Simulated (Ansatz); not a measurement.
Ansatz (a quantum-chemistry and plane-wave program) input (CCSD(T)/aug-cc-pV(D+d)Z):
A basis named .json is the Basis Set Exchange file of that set.

Ansatz 0.2 input:
```yaml
crystal:
  periodic: [false, false, false]
  atoms:
    - {symbol: Si, position_ang: [0.58987530, 0.00140122, -0.71858300]}
    - {symbol: C, position_ang: [2.14729039, -0.99298703, -0.61847022]}
    - {symbol: Cl, position_ang: [0.80056612, 1.72476569, 0.41938055]}
    - {symbol: O, position_ang: [-0.66052945, -0.86075454, -0.13350521]}
    - {symbol: Si, position_ang: [-2.10934293, -0.78670260, 0.64204329]}
    - {symbol: H, position_ang: [0.28162136, 0.44689716, -2.09041607]}
    - {symbol: H, position_ang: [2.04552148, -1.91181596, -1.20022797]}
    - {symbol: H, position_ang: [2.99225482, -0.42588758, -1.01267473]}
    - {symbol: H, position_ang: [2.36540803, -1.26185461, 0.41633289]}
    - {symbol: H, position_ang: [-2.99682815, 0.19204162, -0.02598292]}
    - {symbol: H, position_ang: [-1.90901655, -0.38909853, 2.05226368]}
    - {symbol: H, position_ang: [-2.71554494, -2.13312071, 0.58165484]}
basis:
  gaussian:
    orbitals: aug-cc-pV_D+d_Z.json
magnetization: {spin_polarized: false}
correlation: {method: ccsd_t, electrons: outside_noble_gas}
output: {forces: true}
```

End of the output:

```
integrals: 1.08 GiB planned
2036 factors; integrals over basis functions are off by at most 1.1e-3 eV
1.18 GiB of device memory are held for the factors and their scratch space
mean field: 1.42 GiB planned
mean field evaluation 1: about -31407.3332 eV, gradient 4.3e1 eV
mean field evaluation 2: about -31407.4529 eV, gradient 4.4e1 eV
mean field evaluation 4: about -31411.7904 eV, gradient 4.5e0 eV
mean field evaluation 8: about -31411.8605 eV, gradient 2.1e-1 eV
mean field evaluation 16: about -31410.4432 eV, gradient 2.5e1 eV
mean field -31411.86072670 eV, -1154.3645899823 hartree, gradient 5.6e-6 eV, S^2 0.000000; 0 other end points of the search recorded, 0 dependent functions left out
17 core orbitals not correlated
reference -31411.86072670 eV, -1154.3645899823 hartree; 16, 16 occupied and 172, 172 virtual orbitals, 2036 factors
densities: 7.27 GiB planned
second order -19.19919606 eV of doubles, -0.00000000 eV of singles
coupled cluster: 5.34 GiB planned
cycle   1  -20.30025592 eV  change    -1.1e0 eV  update   1.0e-1
cycle   2  -20.83416103 eV  change   -5.3e-1 eV  update   3.0e-2
cycle   3  -20.95190744 eV  change   -1.2e-1 eV  update   1.4e-2
cycle   4  -20.94768311 eV  change    4.2e-3 eV  update   2.9e-3
cycle   5  -20.94620875 eV  change    1.5e-3 eV  update   1.1e-3
cycle   6  -20.94629959 eV  change   -9.1e-5 eV  update   3.0e-4
cycle   7  -20.94621953 eV  change    8.0e-5 eV  update   1.1e-4
cycle   8  -20.94620150 eV  change    1.8e-5 eV  update   3.3e-5
cycle   9  -20.94620894 eV  change   -7.4e-6 eV  update   1.2e-5
cycle  10  -20.94620624 eV  change    2.7e-6 eV  update   4.2e-6
perturbative correction -0.62118081 eV, -0.0228279737 hartree
the calculation of the forces begins
1.18 GiB of device memory are held for the factors and their scratch space
Total energy: -31433.42811375 eV, -1155.1571768376 hartree
Atom 0 at     0.589875     0.001401    -0.718583 Å, force     0.440075     0.384298    -0.324670 eV/Å
Atom 1 at     2.147290    -0.992987    -0.618470 Å, force    -0.226637     0.139780    -0.031029 eV/Å
Atom 2 at     0.800566     1.724766     0.419381 Å, force     0.042936     0.257007     0.148934 eV/Å
Atom 3 at    -0.660529    -0.860755    -0.133505 Å, force     0.215811    -0.681377    -0.180932 eV/Å
Atom 4 at    -2.109343    -0.786703     0.642043 Å, force    -0.779744     0.115439     0.419502 eV/Å
Atom 5 at     0.281621     0.446897    -2.090416 Å, force    -0.022754     0.046362    -0.121840 eV/Å
Atom 6 at     2.045521    -1.911816    -1.200228 Å, force    -0.044616    -0.406861    -0.257743 eV/Å
Atom 7 at     2.992255    -0.425888    -1.012675 Å, force     0.383219     0.254236    -0.175384 eV/Å
Atom 8 at     2.365408    -1.261855     0.416333 Å, force     0.097073    -0.117104     0.466814 eV/Å
Atom 9 at    -2.996828     0.192042    -0.025983 Å, force    -0.077786     0.078903    -0.054265 eV/Å
Atom 10 at    -1.909017    -0.389099     2.052264 Å, force     0.013592     0.031258     0.119118 eV/Å
Atom 11 at    -2.715545    -2.133121     0.581655 Å, force    -0.041168    -0.101940    -0.008505 eV/Å
Dipole moment:     0.066422    -0.273717    -0.117406 e Å
```
